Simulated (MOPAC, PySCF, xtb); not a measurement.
Breaking a bond: ICl, singlet.

- GFN1-xTB (xtb)
- RHF/LANL2DZ = restricted Hartree-Fock/LANL2DZ, with its core potentials past Ne in PySCF
- PM3, restricted, heats of formation (MOPAC)
- UCCSD(T) = CCSD(T) on UHF/def2-TZVP, 9 core orbitals frozen, def2 effective core potentials past Kr (PySCF 2.14.0)

Energies relative to the lowest point of each curve near equilibrium, in kJ/mol; the last columns give the difference from UCCSD(T):

```
R / Å  GFN1-xTB  RHF/LANL2DZ    PM3  UCCSD(T)  GFN1-xTB − UCCSD(T)  RHF/LANL2DZ − UCCSD(T)  PM3 − UCCSD(T)
-----  --------  -----------  -----  --------  -------------------  ----------------------  --------------
1.74      952.5        943.4  453.9     690.3                262.1                   253.1          -236.4
1.86      446.5        537.5  184.2     350.8                 95.7                   186.7          -166.6
1.97      205.7        301.7   59.9     169.3                 36.3                   132.4          -109.4
2.07       88.4        164.5   12.9      74.4                 13.9                    90.0           -61.5
2.20       17.6         60.4    0.0      14.9                  2.7                    45.5           -14.9
2.25        6.0         36.4    1.5       5.1                  0.9                    31.4            -3.5
2.31        0.0         16.7    5.2       0.0                  0.0                    16.7             5.2
2.40        3.2          1.4   12.7       2.7                  0.4                    -1.3            10.0
2.42        5.4          0.0   14.7       4.6                  0.8                    -4.6            10.1
2.56       32.0          4.5   32.9      27.6                  4.4                   -23.1             5.4
2.70       70.7         26.7   64.4      62.9                  7.8                   -36.2             1.5
2.85      118.2         61.2  114.3     104.3                 13.9                   -43.1            10.0
3.08      191.0        122.6  200.5     158.1                 32.9                   -35.6            42.4
3.45      282.1        218.2      —     196.2                 85.8                    22.0               —
3.80      331.9        292.2      —     204.2                127.7                    87.9               —
4.16          —        349.8      —     205.9                    —                   143.9               —
4.62          —        401.3      —     207.1                    —                   194.3               —
5.06          —        434.2      —     207.7                    —                   226.5               —
5.67          —        463.3      —     208.2                    —                   255.1               —
6.17          —        478.6      —     208.4                    —                   270.2               —
6.86          —        493.2      —     208.5                    —                   284.7               —
8.06          —        510.4      —     208.6                    —                   301.8               —
9.14          —        521.5      —     208.7                    —                   312.8               —
```

GFN1-xTB is furthest from UCCSD(T) at 1.74 (262.1 kJ/mol, above); its mean absolute difference over the points is 45.7 kJ/mol.

RHF/LANL2DZ is furthest from UCCSD(T) at 9.14 (312.8 kJ/mol, above); its mean absolute difference over the points is 130.4 kJ/mol.

PM3 is furthest from UCCSD(T) at 1.74 (-236.4 kJ/mol, below); its mean absolute difference over the points is 52.1 kJ/mol.

Dashes: no converged value, or the column stops at the first point that the program doubted or that broke a chosen test of continuity, which isn't proof of a fault.

The restricted form behind RHF/LANL2DZ, PM3 keeps the bonding electrons paired and can't separate into open-shell fragments. The unrestricted determinant behind UCCSD(T) is spin-contaminated at 2.56 to 9.14 Å (<S²> up to 1.0, against 0.00 for a pure singlet).
